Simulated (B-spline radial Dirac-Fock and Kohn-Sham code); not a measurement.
Dipole and non-dipole photoemission parameters of Rh⁷⁺ 3d5/2

System: Rh⁷⁺ in the configuration [Kr] 4d2; threshold 440.8 eV (orbital energy of the model). Method: Dirac-Hartree-Slater photoionisation with a Latter tail; cross sections with all multipoles, angular parameters from the dipole term and its interference with E2. Computed with a B-spline atomic structure program.

Input file task.json (cfg lists n, l and occupation; rrms is the nuclear radius in fm):

```json
{"items": [{
  "Z": 45,
  "q": 7,
  "cfg": [[1, 0, 2], [2, 0, 2], [2, 1, 6], [3, 0, 2], [3, 1, 6], [3, 2, 10], [4, 0, 2], [4, 1, 6], [4, 2, 2]],
  "A": 103,
  "rrms": 4.4945,
  "do": "xps",
  "hv": [61.7, 80, 86.2, 88.1, 88.3, 93.6, 113.0, 123.0, 186.0, 202.0, 269.0, 318.0, 358.0, 515.0, 588.0, 600, 800, 1000, 1200.0, 1320.0, 1486.9, 2000, 4790.0, 8047.8, 8580.0, 9251.7, 12200.0, 12700.0, 13200.0]
}]}
```

Command: `python xray2_run.py task.json out`

| hν (eV) | σ (kb) | β | γ | δ |
| --- | --- | --- | --- | --- |
| 515 | 1710 | 0.618 | -0.060 | 0.007 |
| 588 | 1320 | 0.824 | -0.053 | 0.016 |
| 600 | 1270 | 0.850 | -0.050 | 0.017 |
| 800 | 645 | 1.095 | 0.020 | 0.031 |
| 1000 | 358 | 1.185 | 0.107 | 0.041 |
| 1200 | 216 | 1.217 | 0.196 | 0.049 |
| 1320 | ? | ? | ? | ? |
| 1486.9 | 115 | 1.220 | 0.315 | 0.060 |
| 2000 | 46.3 | 1.178 | 0.497 | 0.079 |
| 4790 | 2.36 | 0.894 | 1.056 | 0.186 |
| 8047.8 | 0.338 | 0.696 | 1.350 | 0.305 |
| 8580 | 0.263 | 0.672 | 1.381 | 0.324 |
| 9251.7 | 0.196 | 0.645 | 1.417 | 0.347 |
| 12200 | 0.0651 | 0.548 | 1.536 | 0.443 |
| 12700 | 0.0554 | 0.534 | 1.551 | 0.458 |
| 13200 | 0.0473 | 0.521 | 1.565 | 0.474 |

Q: Give the values at 1320 eV.

A: σ = 164 kb, β = 1.222, γ = 0.247, δ = 0.054.
